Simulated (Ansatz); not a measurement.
Consider the cleavage of the Si–Ge bond: `[F][GeH]([AlH2])[SiH3]` + `[OH][Sn][OH]` → `[OH][Sn][O][SiH3]` + `[F][GeH2][AlH2]`.

Program: Ansatz. Geometries: PBE0-D4/def2-TZVP. ΔE: electronic, gas phase. CBS: MP2 limit from def2 TZ/QZ plus the TZ coupled-cluster correction, frozen cores. Functionals use def2-TZVPP. B3LYP here is the variant with VWN-RPA as its local correlation; programs differ in this. def2 core potentials past Kr. For Ge, Sn outer-core shells are correlated without core-valence functions, which leaves a few kJ/mol of doubt a bond. Scalar relativity is left out up to krypton. Each species was taken in one conformer, which may not be the lowest.

| level | ΔE (kcal/mol) | difference from CCSD(T)/CBS |
| --- | --- | --- |
| PBE-D4 | -15.1 | 5.5 |
| r2SCAN-D4 | -18.9 | 1.7 |
| PBE0-D4 | -17.2 | 3.4 |
| B3LYP-D4 | -20.7 | -0.1 |
| ωB97X-V | -20.8 | -0.2 |
| ωB97M-V | -21.0 | -0.4 |
| B2PLYP | -21.5 | -0.9 |
| PBE | -14.8 | 5.8 |
| r2SCAN | -18.8 | 1.8 |
| PBE0 | -17.0 | 3.6 |
| B3LYP | -20.3 | 0.3 |
| HF/def2-TZVPP | -27.2 | -6.6 |
| MP2/def2-TZVPP | -22.3 | -1.7 |
| SCS-MP2/def2-TZVPP | -23.5 | -2.9 |
| CCSD/def2-TZVPP | -21.9 | -1.3 |
| CCSD(T)/def2-TZVPP | -21.1 | -0.5 |
| HF/def2-QZVPP | -27.7 | -7.1 |
| MP2/def2-QZVPP | -22.2 | -1.6 |
| SCS-MP2/def2-QZVPP | -23.5 | -2.9 |
| HF/CBS(def2) | -27.8 | -7.2 |
| MP2/CBS(def2) | -21.7 | -1.1 |
| CCSD/CBS(def2) | -21.4 | -0.8 |
| CCSD(T)/CBS | -20.6 | 0 |

Largest T1 diagnostic among the species: 0.018.

In def2-TZVPP, CCSD(T) changes the Hartree–Fock value by +6.1 kcal/mol (the triples alone add +0.8 kcal/mol) and MP2 by +4.9 kcal/mol. From PBE to PBE0 (25 % exact exchange), in def2-TZVPP and without D4, ΔE moves by −2.2 kcal/mol.
